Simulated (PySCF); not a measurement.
NiMe2, C2H6Ni (triplet state).
Cartesian coordinates in Å at the PBE0-D3(BJ)/def2-SVP level; atoms count from 1:
```xyz
9
C2H6Ni angstrom
Ni     0.317   -0.607    0.011
C      0.002   -0.026    1.836
H     -0.492    0.958    1.847
H      0.957    0.058    2.384
H     -0.647   -0.747    2.365
C      0.014   -0.003   -1.844
H     -1.066    0.134   -2.019
H      0.404   -0.732   -2.574
H      0.512    0.966   -2.006
```

Computed, not measured: PBE0-D3(BJ)/def2-SVP geometry optimisation, gas phase in PySCF.

(1) Which atoms are bound to Ni1, and at what distances?

(2) What is the shape at Ni1?

(3) What are the other bond lengths?

(4) What are the rotational constants (commonest isotopes, rigid rotor)?

Answers

(1) 2 atoms: C2 1.942 Å, C6 1.974 Å. The nearest atom not counted as bound is H3, at 2.54 Å (others tie with it).

(2) Bent: angle 140.1°. The Ni–C distances aren't all alike: 1.942 to 1.974 Å.

(3) C2–H3 and 5 like bonds 1.103 Å.

(4) A = 32124, B = 4428, C = 4095 MHz: a near-prolate asymmetric top.

Point group: Cs (every atom within 0.08 Å of its image). Charge 0, triplet. ⟨S²⟩ = 2.006 (exact for a triplet: 2.00). No frequency check.

For an open-shell metal species like this, the optimisation's SCF solution wasn't tested for stability and no frequencies at its level were run, so a lower state or another shape may exist.
